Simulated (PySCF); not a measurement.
NMR data simulated for an unnamed compound:

1H NMR (600 MHz, computed): δ 7.83 (m, 2H), 7.76 (ddd, J = 8.6, 7.4, 1.4 Hz, 1H), 7.63 (m, 2H), 7.60 (m, 1H), 7.55 (m, 1H), 7.49 (dd, J = 11.3, 9.2 Hz, 1H), 7.42 (t, J = 8.4 Hz, 1H).

13C{1H} NMR (computed): δ 165.8 (C, d, J = 314.0 Hz), 142.4 (C, d, J = 1.6 Hz), 139.9 (CH), 138.1 (CH), 137.2 (CH, d, J = 5.5 Hz), 135.6 (CH), 135.4 (CH), 134.8 (C, d, J = 9.0 Hz), 130.5 (CH), 122.8 (CH, d, J = 20.3 Hz).

PySCF calculation with σ from GIAO-HF/pcSseg-1, J couplings at B3LYP/pcJ-1 (spin–dipole term only in couplings to heteroatoms) and coordinates at the PBE0-D3(BJ)/def2-SVP level; one conformer, one averaged value for each set of equivalent atoms, no relativistic terms, no solvent.

Referencing at the same level of theory: 1H (σref 31.69) and 13C (σref 190.85) vs TMS.

Task: Which of these does the molecule contain: an aldehyde, an S-methyl group, a C≡C triple bond, a benzene ring?

Result: 
- An aldehyde: no.
- An S-methyl group: no.
- A C≡C triple bond: no.
- A benzene ring: yes.

The data belong to SMILES Fc1ccccc1-c1ccccc1, C12H9F; they needn't prove each group on their own.

Carbon signals by region: 1 in the far downfield region (above 160 ppm), 9 in the sp2 and nitrile region (100–160 ppm). Above 160 ppm: 165.8, aromatic carbon bearing fluorine.

C–F couplings over four or more bonds (about 3 Hz to the para carbon of a fluoroarene) are left out. Common functionals overestimate the size of one-bond C–F couplings by tens of Hz; these are unscaled. Splittings below 1 Hz are ignored in the labels, and close J values are merged. Couplings among chemically equivalent protons are left out too, so labels in AA′BB′ or AA′XX′ sets are apparent multiplicities. Unscaled 3J(H,H) at this level run about 10 % above measured values. Shifts are as computed. Against solution values, carbons near 30 ppm lie about -0 ppm off and those near 130 ppm about +7 ppm (rms about the fit 1.9 ppm; single classes can miss by 10 ppm). Of 1328 compounds with measured shifts, 309 miss one by over three times the rms of a fit or turn the order of signals round; such compounds aren't used in these exercises. Signals without a measured value on file couldn't be tested in this way.
